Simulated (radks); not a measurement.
Question: Spherical jellium clusters: N electrons in a uniform positive sphere of charge N and radius rs N^(1/3), rs = 2.44 bohr. Method: non-relativistic Kohn-Sham, LDA (Slater exchange, Perdew-Wang correlation), spin-polarised, spherical densities; computed with a radial shooting solver with Libxc functionals. Levels are named by radial order and angular momentum (1s, 1p, 1d, 2s, ...), and open shells are averaged over m. At N = 15 the configuration is 1s2 1p6 1d(up 5, down 2). The background grows by one charge. Does electron 16 go into 1d down or 2s up or 2s down?

Answer: Into 1d down. The total energies of the other choices lie higher by 0.168 eV (2s up), 0.416 eV (2s down).
